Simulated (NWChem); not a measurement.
**Atomisation of H4Si2**

```xyz
6

Si    -1.0369    -0.2626     0.0619
Si     1.2669     0.3411    -0.1898
H     -1.3235    -1.5562     0.7852
H     -1.8649    -0.2225    -1.1964
H     -1.5280     0.8667     0.9530
H      1.4958    -0.1871     1.2482
```
Charge 0, spin multiplicity 1.

The numbers come from NWChem runs, not from measurements. Structure: optimised with PBE/def2-SVP, a minimum by its harmonic frequencies.

Basis set: def2-TZVP. The atomisation energy is electronic alone: no zero-point, thermal, spin-orbit or counterpoise terms. No value is extrapolated to the basis-set limit. Free atoms are single determinants with multiplicities Si 3, H 2. Correlated methods freeze the same cores in atoms and molecule, 10 orbitals in all.

B3LYP has NWChem's definition, with VWN1-RPA local correlation. The structure started from a generated list of species. No SCF solution was tested for a lower state. Open-shell Hartree-Fock references start from PBE0 orbitals.

One of these methods gave an atomisation energy of 270.5 kcal/mol. Which?
A. B3LYP
B. PBE0
C. HF
D. MP2

C, HF. The others give 356.1 (PBE0), 338.5 (MP2), 361.8 (B3LYP).
